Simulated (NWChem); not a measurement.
System: SiHSBr, singlet; SMILES S[Si]Br

```xyz
4

Si     1.0623    -0.6326    -0.0076
Br    -0.1815     1.2563     0.0079
S     -0.5673    -2.0290    -0.0116
H      0.2502    -3.1091    -0.0207
```
Atoms are numbered in this order, from 1.

Program: NWChem. Low-valent species are run as closed-shell singlets; no triplet was tried in these runs. The geometry was optimised at PBE0/def2-SVP. Static field.

Question: What does the run give for LDA (Slater exchange, VWN5)/aug-cc-pVDZ? Quantities: isotropic polarisability (bohr³); anisotropy (bohr³).

Answer: 
```
Quantity                          Result
--------------------------------  ------
isotropic polarisability (bohr³)    77.8
anisotropy (bohr³)                  40.2
```
